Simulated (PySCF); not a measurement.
Compound: C5H11FN2Si.
Atom-mapped SMILES: `[CH3:1]/[N:2]=[CH:3]/[C@@H:4]1[CH2:5][Si@@H:6]([CH2:7][F:8])[NH:9]1`

Geometry (GFN2-xTB, Å), atoms numbered from 1 in this order:
```xyz
20
C5H11FN2Si angstrom
C     -3.050    0.719   -1.444
N     -1.744    0.215   -1.163
C     -1.565   -0.646   -0.269
C     -0.203   -1.150    0.056
C      0.316   -0.531    1.370
Si     1.434    0.563    0.271
C      3.339    0.465    0.407
F      3.807    1.557    1.110
N      0.848   -0.640   -0.816
H     -3.837    0.277   -0.818
H     -3.033    1.800   -1.299
H     -3.270    0.528   -2.495
H     -2.381   -1.064    0.343
H     -0.219   -2.247    0.060
H     -0.456   -0.031    1.945
H      0.804   -1.263    2.006
H      1.040    1.974    0.221
H      3.701   -0.419    0.935
H      3.819    0.506   -0.572
H      0.644   -0.604   -1.803
```

Probes without a nucleus sit at each ring's centroid and 1 Å off its mean plane on both sides; NICS is minus the shielding there, NICSzz its component along the normal. Level: GIAO PBE0/pcSseg-1 (PySCF, non-relativistic, gas phase) on the GFN2-xTB geometry, one conformer.

Ring bond lengths (Å), with Mayer bond orders in brackets: C4–C5 1.542 (0.96), C5–Si6 1.912 (0.89), Si6–N9 1.724 (1.01), N9–C4 1.458 (0.99).

Task: What do the NICS probes read (ppm)?

Result: 
```
        ring                                                    type  NICS(0)  NICS(1), two faces  NICS(1)zz, two faces  rms pucker (Å)  centre to ring atoms, mean (Å)
C4–C5–Si6–N9  4-membered ring with N and Si; formal bonds all single     -4.6         -1.5 / -1.7             2.1 / 1.0            0.10                            1.17
```

Task: What do they say, and how far can they be read as aromaticity?

Result: 
- C4–C5–Si6–N9: mean NICS(1)zz 1.6 ppm, near zero. C4, C5, Si6 have four or more neighbours, and the NICS criterion for π rings isn't applied.

Task: At the first NICS(1) probe listed for ring C4–C5–Si6–N9, 1 Å off the ring, how large is the induced field along the normal in 9.4 T applied along it?

Result: NICSzz × B0 = 2.1 ppm × 9.4 T = 20 μT, along the applied field.
